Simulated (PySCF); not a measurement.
**Bonding in `C[C@@H]([SiH2]P)[SiH2]C=O`**

Compound: C3H11OPSi2.
Atom-mapped SMILES: `[CH3:1][C@@H:2]([SiH2:3][PH2:4])[SiH2:5][CH:6]=[O:7]` (hydrogens: H8, H9, H10 on C1; H11 on C2; H12, H13 on Si3; H14, H15 on P4; H16, H17 on Si5; H18 on C6)

Cartesian coordinates in Å at the GFN2-xTB level; atoms count from 1:
```xyz
18
C3H11OPSi2 angstrom
C     -0.2517    1.6388   -1.0940
C     -0.2428    0.2394   -0.4756
Si     1.2719    0.0398    0.6852
P      3.0699    0.3443   -0.6255
Si    -1.8951   -0.1647    0.3584
C     -1.8659   -2.0226    0.8331
O     -0.8866   -2.7206    0.7578
H     -1.0334    1.7300   -1.8466
H      0.7045    1.8560   -1.5713
H     -0.4299    2.3960   -0.3331
H     -0.1066   -0.4826   -1.2897
H      1.2715    1.1371    1.6655
H      1.2668   -1.2371    1.3971
H      3.1083   -0.9589   -1.0902
H      3.9911    0.0782    0.3700
H     -3.0418    0.0130   -0.5419
H     -2.1222    0.5908    1.5936
H     -2.8166   -2.4706    1.1955
```

Bond orders from the PBE0/pcSseg-1 density (PySCF). One conformer (not necessarily the lowest) at the GFN2-xTB geometry, without solvent, vibrations or thermal averaging.

(1) How far do the computed orders between heavy atoms stray from the drawn ones?

(2) Give the Mayer order of every bond, beside its length.

## Answers

(1) The largest departure is 0.166, at Si5–C6 (drawn single, 0.834). Drawn single, order below 0.88: C2–Si3 (0.864) and Si5–C6 (0.834).

(2) 
```tsv
bond	drawn as	length (Å)	Mayer order
C1–C2	single	1.530	1.024
C2–Si3	single	1.919	0.864
Si3–P4	single	2.246	1.009
C2–Si5	single	1.894	0.906
Si5–C6	single	1.918	0.834
C6–O7	double	1.205	1.957
C1–H8	single	1.089	0.965
C1–H9	single	1.091	0.958
C1–H10	single	1.088	0.962
C2–H11	single	1.097	0.920
Si3–H12	single	1.471	0.940
Si3–H13	single	1.462	0.927
P4–H14	single	1.384	0.931
P4–H15	single	1.382	0.936
Si5–H16	single	1.469	0.944
Si5–H17	single	1.466	0.949
C6–H18	single	1.112	0.906
```

By pair of heavy elements: C–Si: lowest Si5–C6 (0.834, 1.918 Å), highest C2–Si5 (0.906, 1.894 Å).

Problem. Sum the orders of all bonds at each heavy atom with more than one neighbour and set the sums beside the valence in the SMILES.

Solution. C1 3.909 (drawn 4), C2 3.714 (drawn 4), Si3 3.740 (drawn 4), P4 2.876 (drawn 3), Si5 3.633 (drawn 4), C6 3.697 (drawn 4). Orders between atoms that aren't bonded are not in these sums.

For a closed shell the Mayer order of atoms A and B is Σ (PS)μν (PS)νμ over the basis functions μ on A and ν on B, with P the density and S the overlap matrix.

The run behind these numbers computed NMR shieldings as well. On an Arm Neoverse V1 with one thread, on a shared host, this took 48 s wall (with the writing of density and orbital grids) and 0.88 GiB of memory at its peak.
